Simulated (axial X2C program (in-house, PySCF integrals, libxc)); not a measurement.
**Spin–orbit effects down a group: molecules with Ti (ions), PBE0**

All values come from calculations with an in-house all-electron X2C program for linear molecules (integrals from PySCF), spin-free (one-electron X2C) or two-component (2c: spin–orbit coupling with atomic mean-field Coulomb and Gaunt terms, which also bring small scalar terms), in Dyall basis sets with cores contracted in-house; open shells are unrestricted.

Basis sets: H dyall-v3z, Li dyall-cv3z, Na dyall-cv3z, Ti dyall-cv3z.

```json
{"molecule": "TiH⁺", "spin-free state": "M_S = 1, Λ = 3", "Re (Å)": "1.695", "ωe (cm⁻¹)": "1765.3", "De (eV)": "2.28", "2c state": "Ω = 2", "Re 2c (Å)": "1.695", "ωe 2c (cm⁻¹)": "1764.9", "De 2c (eV)": "n/a"}
{"molecule": "LiTi⁺", "spin-free state": "M_S = 1, Λ = 2", "Re (Å)": "3.042", "ωe (cm⁻¹)": "259.8", "De (eV)": "1.18", "2c state": "Ω = 1", "Re 2c (Å)": "3.042", "ωe 2c (cm⁻¹)": "259.7", "De 2c (eV)": "n/a"}
{"molecule": "NaTi⁺", "spin-free state": "M_S = 1, Λ = 0", "Re (Å)": "3.292", "ωe (cm⁻¹)": "138.9", "De (eV)": "0.84", "2c state": "Ω = 1", "Re 2c (Å)": "3.293", "ωe 2c (cm⁻¹)": "139.0", "De 2c (eV)": "n/a"}
```

Fragments in 2c: Ti+ + H, Ti + Li+, Ti + Na+. Each entry is the lowest single determinant of a limited PBE0 search at one distance. De goes to single-determinant-based atoms at the same level (for ions the charge split of lowest energy) and is withheld (n/a) where an atom does not fit its ground term or J level. Main or longest-lived isotopes. One determinant is a doubtful description, or other states lie close, for TiH⁺, LiTi⁺, NaTi⁺; these need not be ground states, and all values refer to the states named. Some open-shell Ω = 0 determinants are out of reach, so the Ω given for NaTi⁺ need not be the lowest component. With several unpaired electrons the Ω given is that of one determinant, not necessarily of the lowest component. The functionals have no current term, which raises determinants with orbital currents.
